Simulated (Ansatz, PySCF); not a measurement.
C₄H₁₂OSi (SMILES CC[SiH](C)OC), singlet, at a GFN2-xTB geometry, with bond 15-4 at 1.4 times its length. Base run: CASSCF(2,2)/STO-3G run with PySCF.

PySCF was given this input:
```python
from pyscf import gto, scf, mcscf
import numpy

mol = gto.Mole()
mol.atom = '''
    Si   -0.014776   -0.285596   -0.489949
    C    -0.911780   -1.962609   -0.579475
    C     1.646812   -0.426640    0.414850
    C     2.398623    0.895974    0.505913
    O    -0.829217    0.796592    0.416149
    C    -2.142079    1.244854    0.260226
    H     0.150994    0.221370   -1.864287
    H    -1.857245   -1.875651   -1.108073
    H    -1.127553   -2.348293    0.413727
    H    -0.319910   -2.709409   -1.097699
    H     1.494693   -0.814790    1.422917
    H     2.268437   -1.155294   -0.106021
    H     3.337779    0.775061    1.044247
    H     2.621316    1.278028   -0.487505
    H     1.554093    1.930115    1.234750
    H    -2.365659    1.926031    1.082224
    H    -2.260817    1.774529   -0.688019
    H    -2.846280    0.409900    0.282994
'''
mol.basis = 'sto-3g'
mol.charge = 0
mol.spin = 0
mol.verbose = 3
mol.build()

mf = scf.RHF(mol)
mf.kernel()
mc = mcscf.CASSCF(mf, 2, 2)
mc.fix_spin_(ss=0.0)
mc.kernel()
occ = numpy.linalg.eigvalsh(mc.fcisolver.make_rdm1(mc.ci, mc.ncas, mc.nelecas))[::-1]
ss = mc.fcisolver.spin_square(mc.ci, mc.ncas, mc.nelecas)[0]
print('natural occupations', occ.round(4), ' <S^2>', round(ss, 4))
```

Programs used: Ansatz (a first-principles code), PySCF; a row that names a program was run with it.

Variants of this job, named by their change:

```csv
change,ΔE vs base (kcal/mol),natural occupations,<S^2> of the state,outcome
base,0.000,2.00 0.00,0.00,converged
conv_tol = 1e-5,0.000,2.00 0.00,0.00,converged
"active space = 2 electrons, 4 orbitals",-7.82,1.98 0.02 0.00 0.00,0.00,converged
state_average = 2 states,4.86,-,-,converged
"active space = 8 electrons, 8 orbitals",-57.03,1.98 1.98 1.98 1.92 0.08 0.02 0.02 0.02,0.00,converged
orbitals = fixed (CASCI); correction = SC-NEVPT2,-184.1,2.00 0.00,0.00,converged
fix_spin_ = off,0.000,2.00 0.00,0.00,converged
"active space = 4 electrons, 4 orbitals",-,-,-,not converged
"active space = 6 electrons, 4 orbitals",-,-,-,not converged
"code = ansatz; correction = SC-NEVPT2, all electrons",-196.3,-,-,converged
start = MP2 natural orbitals,-24.95,1.92 0.08,0.00,converged
```

Active orbitals are taken around the Fermi level unless the row says otherwise; CASSCF can end in different local minima, and two programs can end on different orbitals. State-averaged rows give the lowest state.
